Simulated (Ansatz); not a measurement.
Coupled-cluster run, `NBPS`.

```yaml
crystal:
  periodic: [false, false, false]
  atoms:
    - {symbol: N, position_ang: [0.614140, 1.314730, -0.950293]}
    - {symbol: B, position_ang: [0.768722, 0.115122, -0.279789]}
    - {symbol: P, position_ang: [-0.763335, -1.086519, -0.204418]}
    - {symbol: S, position_ang: [-1.030977, -0.857910, 1.897051]}
    - {symbol: H, position_ang: [-0.234637, 1.576098, -1.425609]}
    - {symbol: H, position_ang: [1.331105, 2.020667, -0.982246]}
    - {symbol: H, position_ang: [1.811131, -0.126262, 0.255181]}
    - {symbol: H, position_ang: [-0.046260, -2.311074, -0.161485]}
    - {symbol: H, position_ang: [-2.361389, -0.691049, 1.834607]}
basis:
  gaussian: {orbitals: def2-TZVPP}
correlation: {method: ccsd_t}
output: {orbitals: {seedname: orbitals}}
```

```sh
$ ansatz run in.yaml --threads 4 --pin off --events-out ev --progress --plain
```

Output of Ansatz, abridged:

```
Functional definition: HF
1250 factors; integrals over basis functions are off by at most 1.2e-3 eV
mean field evaluation 1: about -22321.5458 eV, gradient 3.4e1 eV
mean field evaluation 2: about -22321.8267 eV, gradient 3.4e1 eV
mean field evaluation 4: about -22324.8004 eV, gradient 3.6e0 eV
mean field evaluation 8: about -22324.8640 eV, gradient 2.5e-1 eV
mean field -22324.86450732 eV, -820.4236383074 hartree, gradient 5.5e-6 eV, S^2 0.000000; 0 other end points of the search recorded, 0 dependent functions left out
12 core orbitals not correlated: weight in the atoms' cores, before any rotation towards them, 1.000 or more for the frozen orbitals, at most 0.000 for the correlated occupied ones
reference -22324.86450732 eV, -820.4236383074 hartree; 12, 12 occupied and 192, 192 virtual orbitals, 1250 factors
second order -17.58926400 eV of doubles, -0.00000000 eV of singles
cycle   1  -18.41103753 eV  change   -8.2e-1 eV  update   9.6e-2
cycle   2  -18.89761345 eV  change   -4.9e-1 eV  update   2.9e-2
cycle   3  -18.98222211 eV  change   -8.5e-2 eV  update   1.5e-2
cycle   4  -18.97334045 eV  change    8.9e-3 eV  update   4.4e-3
cycle   5  -18.97275937 eV  change    5.8e-4 eV  update   2.1e-3
cycle   6  -18.97276246 eV  change   -3.1e-6 eV  update   6.3e-4
cycle   7  -18.97259211 eV  change    1.7e-4 eV  update   2.1e-4
cycle   8  -18.97264893 eV  change   -5.7e-5 eV  update   6.7e-5
cycle   9  -18.97266613 eV  change   -1.7e-5 eV  update   2.0e-5
perturbative correction -0.84406787 eV, -0.0310189221 hartree
Total energy: -22344.68124132 eV, -821.1518898497 hartree
```

Run time 76 s (4 threads of a server CPU on a shared host); peak host memory 3 GiB.

The correlation energy is -19.817 eV, 4.3 % of it from (T); the T1 diagnostic reads 0.0136.
